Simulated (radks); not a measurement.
Problem. The bismuth anion Bi3-, [Rn], held by a Watson sphere: a shell of charge +3.27 at radius R that stands for the Madelung well of a crystal (potential energy -3.27/R inside, -3.27/r outside, in hartree with lengths in bohr). All-electron calculation, scalar-relativistic Kohn-Sham, LDA (Slater exchange, Perdew-Wang correlation), spin-polarised, spherical densities, finite nucleus; Fermi nuclear charge, rms radius of each element as measured or else 0.836 A^(1/3) + 0.57 fm. Program: a radial shooting solver on a logarithmic mesh with Libxc functionals. Response by self-consistent Sternheimer equations with the Hartree and adiabatic LDA kernel, the relativistic mass of each level held fixed and spin-orbit coupling left out. The sphere does not respond.

| R (bohr) | e(5d) (eV) | e(6s) (eV) | e(6p) (eV) | <r> 6p (bohr) | sum of <r^2> (bohr^2) | X-ray form factor at sin(theta)/lambda = 0.2 1/angstrom | alpha (bohr^3) |
|---|---|---|---|---|---|---|---|
| 5.3 | -25.123 | -13.147 | -4.689 | 3.876 | 151.3 | 70.049 | 245.8 |
| 5.96 | -24.752 | -12.631 | -4.057 | 4.106 | 166.4 | 70.090 | 349.9 |
| 6.23 | -24.626 | -12.463 | -3.836 | 4.197 | 172.9 | 70.101 | 402.2 |
| 6.62 | -24.464 | -12.253 | -3.549 | 4.327 | 182.5 | 70.111 | 489.9 |

Estimate the row for R = 6.59 bohr.

Solution. e(5d) (eV) -24.476; e(6s) (eV) -12.268; e(6p) (eV) -3.570; <r> 6p (bohr) 4.317; sum of <r^2> (bohr^2) 181.8; X-ray form factor at sin(theta)/lambda = 0.2 1/angstrom 70.111; alpha (bohr^3) 482.7.
